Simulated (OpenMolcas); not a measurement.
Cr3+ with 4 ligands (oxide) in tetrahedral coordination (Td) at 1.86 Å. A charge of +1.25 e stands 2.6 Å behind each ligand. Ligand basis ANO-RCC-VDZP.

| Item | Value |
| --- | --- |
| Program | OpenMolcas 26.06 |
| Method | CASSCF |
| Basis | ANO-RCC-VDZP [5s4p2d1f] |
| Scalar Hamiltonian | DKH2, point nucleus |
| Active space | 3 electrons in 5 orbitals (3d) |
| State averaging | 2S+1 = 4 even, 10 roots; 2S+1 = 2 even, 40 roots |
| Spin-orbit coupling | RASSI with atomic mean-field integrals over the reference wave functions |

Problem. What is the spin-free ground state (labels of Td)?

Solution. 4T1, 3-fold in its orbital part; it has the highest spin that d3 allows.

Problem. Where is the first state of the same spin?

Solution. 4T2 at 5400 cm-1 above the ground state.

Problem. What are the lowest two levels with spin-orbit coupling?

Solution. A 4-fold level Γ8, then a 2-fold level Γ7 25.7 cm-1 above it. Their leading multiplicities are 4 (100 %) and 4 (100 %).

Problem. What is χT at 300 K, and how does it compare with the textbook value?

Solution. The lowest level has 2S+1 = 4, for which the spin-only value is χT = S(S+1) / 2 = 1.875 cm3 K/mol (g = 2). The computed 1.423 at 300 K differs by -0.452, through orbital momentum, spin-orbit coupling and any other state in reach. With a threefold ground state the orbital momentum is unquenched, so the spin-only value is not expected to hold.

Problem. Which ligand-field parameters describe the states?

Solution. A least-squares ligand-field fit to the states below 45000 cm-1, each weighted by its degeneracy and with a free common offset, gives 10Dq = -6015 cm-1 (negative for this site), B = 965 cm-1 and C = 3764 cm-1 (C/B = 3.90), with an rms deviation of 273 cm-1. The same method and metal basis give the free ion B = 1151 cm-1 (fit to its terms below 60000 cm-1, rms deviation 60 cm-1), so the nephelauxetic ratio is β = 965 / 1151 = 0.84; it hangs on how both fits weigh the states, and computed free-ion B values tend to be too large, so β mixes covalency with correlation.

An orbital triplet at a regular site is open to Jahn-Teller coupling, which can distort the site and quench the lowest spin-orbit gaps and is left out. Without dynamic correlation the repulsion within the d shell is too large (B by tens of per cent), so at a given field states of lower spin stand too high. The oxide ions are held by bare point charges, a crude embedding. Ligand-to-metal charge-transfer states are missing. With no ligand orbital active B as a rule stays too high, so bands that hang on it stand too high and its fall with covalency is understated. With metal d orbitals alone and no dynamic correlation the field as a rule comes out too small, by tens of per cent, by up to half for chloride and softer ligands. No measured value stands beside these numbers; the geometry was imposed, not optimised, and the real ion may take another.
